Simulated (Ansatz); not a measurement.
A nudged elastic band was laid between two geometries of CH5SSb (8 atoms, charge 0, multiplicity 1).

Level of theory: Ansatz, RKS PBE0-D4/def2-SVP.

- movable images: 5
- climbing image: yes
- spring: 5.0 eV/Å²
- optimiser: quadratic models (default)
- start path: IDPP
- force threshold: 0.05 eV/Å
- iteration limit: 60
- end points: relaxed

Image 0:

```xyz
8
Properties=species:S:1:pos:R:3
C -0.806 1.151 -0.520
S -0.297 0.238 0.971
Sb 1.115 -1.481 -0.046
H -1.375 0.523 -1.219
H 0.049 1.606 -1.042
H -1.464 1.958 -0.166
H 2.404 -1.288 1.073
H 0.466 -2.765 0.894
```

Image 6:

```xyz
8
Properties=species:S:1:pos:R:3
C -0.460 1.309 -0.572
S 0.267 0.495 0.885
Sb 0.364 -1.812 0.075
H 0.190 1.240 -1.455
H -0.564 2.370 -0.301
H -1.458 0.916 -0.814
H 1.981 -2.081 0.589
H -0.227 -2.495 1.536
```

(1) Which bonds break or form, and what moves?

(2) Give the energies along the band, and the barrier.

(3) What is the geometry of the highest image?

(4) What are the harmonic wavenumbers there?

The band took 5 iterations and about 2 core-minutes.

Results:

(1) No bond is made or broken. The dihedral H4–C1–S2–Sb3 goes from 62 to -63°. The two ends are copies of one structure, up to a mirror image or an exchange of like atoms.

(2) It converged. The highest image is number 3 of 0 to 6, 0.040 eV above the ends, which have the same energy within 2 meV. A vibrational analysis at the climbing image gives one clearly imaginary mode, 123i cm⁻¹: a first-order saddle point.

```json
{"image": "0", "path coordinate (Å)": "0.00", "energy (eV)": "0.000", "dihedral H4–C1–S2–Sb3 (°)": "62"}
{"image": "1", "path coordinate (Å)": "0.51", "energy (eV)": "0.009", "dihedral H4–C1–S2–Sb3 (°)": "43"}
{"image": "2", "path coordinate (Å)": "1.02", "energy (eV)": "0.029", "dihedral H4–C1–S2–Sb3 (°)": "22"}
{"image": "3", "path coordinate (Å)": "1.54", "energy (eV)": "0.040", "dihedral H4–C1–S2–Sb3 (°)": "-1"}
{"image": "4", "path coordinate (Å)": "2.05", "energy (eV)": "0.028", "dihedral H4–C1–S2–Sb3 (°)": "-23"}
{"image": "5", "path coordinate (Å)": "2.56", "energy (eV)": "0.008", "dihedral H4–C1–S2–Sb3 (°)": "-44"}
{"image": "6", "path coordinate (Å)": "3.07", "energy (eV)": "0.000", "dihedral H4–C1–S2–Sb3 (°)": "-63"}
```

(3) 
```xyz
8
Properties=species:S:1:pos:R:3:forces:R:3
C -0.598 1.281 -0.551 0.00 0.01 0.01
S 0.049 0.442 0.936 0.00 0.00 -0.01
Sb 0.658 -1.739 0.024 -0.01 0.02 0.00
H -0.546 0.642 -1.443 0.00 0.00 0.00
H -0.008 2.190 -0.738 0.00 -0.01 0.00
H -1.647 1.561 -0.382 0.00 0.00 0.00
H 2.203 -1.797 0.774 0.00 -0.01 0.00
H -0.017 -2.637 1.324 0.00 -0.01 0.00
```

(4) 123i, 74, 187, 357, 582, 620, 729, 861, 963, 965, 1335, 1441, 1460, 1950, 1953, 3065, 3177, 3179 cm⁻¹.

The run took 2 min on 1 thread of Arm Neoverse V1 (shared host), peak memory 0.17 GiB.
